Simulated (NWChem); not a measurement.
Species: CH5ClOSi2; SMILES Cl[Si@H]1C[SiH2]O1

```xyz
10

Cl    -0.0778    -2.1622    -0.3877
Si     0.0629    -0.3999     0.6737
C      1.3733     0.7912     0.0224
Si    -0.1356     1.8642    -0.4012
O     -1.1667     0.6751     0.2602
H      0.0530    -0.7530     2.1144
H      2.0546     1.2033     0.7826
H      1.9622     0.4194    -0.8290
H     -0.3972     2.0886    -1.8503
H     -0.2391     3.1514     0.3420
```
Atoms are numbered in this order, from 1.

Program: NWChem. Medium grid unless said otherwise, to which SCAN and Minnesota functionals are sensitive. Structure relaxed at the PBE0/def2-SVP level. Hybrids' shares of exact exchange are those that their runs print; pure functionals count as 0. The functionals differ in more than this share.

```csv
row,share of exact exchange,highest occupied level (eV)
PBE/def2-SVP,0.00,-7.03
"LDA (Slater exchange, VWN5)/def2-SVP",0.00,-7.11
B3LYP/def2-SVP,0.20,withheld
M06-2X/def2-SVP,0.54,-9.47
Hartree-Fock/def2-SVP,1.00,-11.35
```

Question: Fit a straight line of the last column on the one before it, predict the withheld value, and compare with the run.

Answer: 
1. Means of the 4 shown rows: x = 0.385, y = -8.740. Slope Σ(x − x̄)(y − ȳ)/Σ(x − x̄)² = -3.004/0.6987 = -4.300; intercept -7.084.
2. The shown rows scatter about the line by 0.047 (root mean square); the largest residual is -0.06, at M06-2X/def2-SVP.
3. At x = 0.20 (B3LYP/def2-SVP; inside the shown range) the line gives -7.94.
4. The run gives -8.06, -0.12 from the line, 2.6 times the scatter.
